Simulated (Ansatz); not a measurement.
GeS2⁺, relaxed as a doublet with UKS r2SCAN-D4/def2-TZVP in Ansatz, starting from the GFN1-xTB geometry. Force threshold 0.02 eV/Å.

The relaxation made no stability test and no search for a lower SCF solution. Another isomer (doublet) lies 1.71 eV lower at PBE0-D4/def2-TZVP; other spin states weren't run for this one.

Start:

Cartesian coordinates in Å:
```
Ge 0.389 -0.190 0.129
S 0.251 -0.243 -1.909
S -0.640 0.433 1.780
```

(1) Estimate the energy that the relaxation releases and the steps that it takes.

(2) Does the start keep its bonding and symmetry?

(3) Predict the relaxed structure.

Answers

(1) 5.7 kcal/mol, in 5 steps; 11 s on 4 threads of Arm Neoverse V1 on a shared host. No frequencies were taken in this run, so the end may be a saddle point.

(2) By distances, no bond broke or formed. The bond that changes most is Ge1–S2, from 2.04 to 2.02 Å (atoms count from 1). Point group C2v at the start, D∞h at the end, both within 0.05 Å.

(3) 
| atom | x (Å) | y (Å) | z (Å) |
| --- | --- | --- | --- |
| Ge1 | -0.0001 | 0.0000 | 0.0000 |
| S2 | 0.4669 | -0.3540 | -1.9338 |
| S3 | -0.4668 | 0.3540 | 1.9338 |
Bond lengths: 2 × Ge–S 2.02 Å.
